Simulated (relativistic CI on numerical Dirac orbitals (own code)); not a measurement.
**Hyperfine structure of Nb³⁹⁺, mass number 93**

Calculated at this level of theory: Dirac-Coulomb-Breit CI, KLI orbitals optimised for each configuration, a model potential for QED, unscaled Slater integrals (own radial code, finite nucleus).

Configurations in the expansion: 1s2, 1s 2s, 1s 2p, 1s 3s, 1s 3p, 1s 3d, 1s 4s, 1s 4p, 1s 4d, 1s 4f, 1s 5s, 1s 5p, 1s 5d, 1s 5f, 1s 5g, 1s 6s, 1s 6p, 1s 6d. Levels of other configurations are missing.

Nuclear spin I = 9/2, μ = 6.163 μN, Q = -0.32 b (tables of Stone and Pyykkö). The electronic factors are computed for point nuclear moments, without core polarisation or the Bohr-Weisskopf and QED corrections.

```csv
Level,E (Ry),A (GHz),B (GHz)
1s 2s 3S_1,1247.96,15410,0.000926
1s 2p 3P°_1,1252.02,14010,13
1s 2p 3P°_2,1260.51,6982,-86.3
1s 2p 1P°_1,1262.48,-6362,-55.4
1s 3s 3S_1,1481.24,14200,0.00113
1s 3p 3P°_1,1482.35,13670,3.6
1s 3p 3P°_2,1484.88,6889,-26.2
1s 3d 3D_2,1485.37,6874,-5.07
```

Levels with J = 0, under 50 % of one LS term, or S terms without an open s electron are left out. Small factors come from cancelling terms and can be off by tens of per cent or more.

At this charge energies of transitions that change n are usually good to better than 1 %, and those within a shell (Δn = 0) to a few per cent.

(1) Give the hyperfine levels of 1s 2s 3S_1 relative to its centre of gravity.

Answers

(1) With K = F(F + 1) − I(I + 1) − J(J + 1), E = AK/2 + B[¾K(K + 1) − I(I + 1)J(J + 1)]/[2I(2I − 1)J(2J − 1)]: F = 7/2: -84760, F = 9/2: -15410, F = 11/2: 69350 GHz.

LS names give the leading component of a level, which can be under half, so a name can repeat, a term be missing and a line seem to break the LS rules.
